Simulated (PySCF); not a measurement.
C₂H₄N (SMILES [CH2]N=C), doublet, geometry from GFN2-xTB; PySCF with SCAN/6-31G**.

Here is a job for PySCF.
```python
from pyscf import gto, scf, dft

mol = gto.M(
    atom='''
C     1.136327   -0.224599   -0.249004
N     0.010674    0.383159   -0.097888
C    -1.143086   -0.018036    0.310992
H     1.225606   -1.300135   -0.368214
H     2.025505    0.375422   -0.338318
H    -1.998418    0.596918    0.089907
H    -1.286853   -0.898503    0.929916
''',
    basis='6-31g**',
    charge=0,
    spin=1,
    verbose=3,
)

mf = dft.UKS(mol)
mf.xc = 'scan'
mf.grids.atom_grid = (99, 590)
mf.kernel()
mf.analyze()
```

What the program printed (banner, timings and long lists left out):

```
converged SCF energy = -133.226511690572  <S^2> = 0.78731172  2S+1 = 2.03697
**** MO energy ****
                             alpha | beta                alpha | beta
MO #1   energy= -14.1829283326801  | -14.184518163304   occ= 1 | 1
MO #2   energy= -10.0770465416956  | -10.0700210785631  occ= 1 | 1
MO #3   energy= -10.0770365204927  | -10.0700131244135  occ= 1 | 1
MO #4   energy= -0.902313936495777 | -0.898860843978204 occ= 1 | 1
MO #5   energy= -0.697364467346723 | -0.668180588913968 occ= 1 | 1
MO #6   energy= -0.543088205970111 | -0.528254876346223 occ= 1 | 1
MO #7   energy= -0.457505841196377 | -0.451110689328281 occ= 1 | 1
MO #8   energy= -0.446592776272833 | -0.438677785636533 occ= 1 | 1
MO #9   energy= -0.395480925067561 | -0.388133206333545 occ= 1 | 1
MO #10  energy= -0.327555777573771 | -0.313018007429906 occ= 1 | 1
MO #11  energy= -0.244802868380084 | -0.221044419534483 occ= 1 | 1
MO #12  energy= -0.165952347200609 | -0.0885920938454547 occ= 1 | 0
MO #13  energy= -0.012683829009509 | 0.0192211272464    occ= 0 | 0
MO #14  energy= 0.117859434348293  | 0.126467531111725  occ= 0 | 0
MO #15  energy= 0.137962675092156  | 0.149003543280526  occ= 0 | 0
MO #16  energy= 0.189332249161418  | 0.19367218023543   occ= 0 | 0
MO #17  energy= 0.194293314531914  | 0.194828012494045  occ= 0 | 0
MO #18  energy= 0.214879320632604  | 0.223252079070721  occ= 0 | 0
MO #19  energy= 0.331604881465708  | 0.339342744646648  occ= 0 | 0
MO #20  energy= 0.508122432223959  | 0.531933667309143  occ= 0 | 0

To work with the spin densities directly, `use mulliken_meta_spin()` only printing them here.

 ** Mulliken spin pop alpha/beta on meta-lowdin orthogonal AOs **
 ** Mulliken Spin Density (per atom)  **
spin density of  0 C =      0.57369
spin density of  1 N =     -0.08935
spin density of  2 C =      0.57360
spin density of  3 H =     -0.00984
spin density of  4 H =     -0.01918
spin density of  5 H =     -0.01916
spin density of  6 H =     -0.00976
 ** Mulliken pop alpha/beta on meta-lowdin orthogonal AOs **
 ** Mulliken atomic charges   ( Nelec_alpha | Nelec_beta ) **
charge of  0C =     -0.13918  (     3.35643      2.78275 )
charge of  1N =     -0.14874  (     3.52969      3.61905 )
charge of  2C =     -0.13918  (     3.35639      2.78279 )
charge of  3H =      0.09415  (     0.44800      0.45784 )
charge of  4H =      0.11933  (     0.43074      0.44992 )
charge of  5H =      0.11940  (     0.43072      0.44988 )
charge of  6H =      0.09421  (     0.44802      0.45777 )
Dipole moment(X, Y, Z, Debye): -0.02958, -1.02363,  0.26174
```
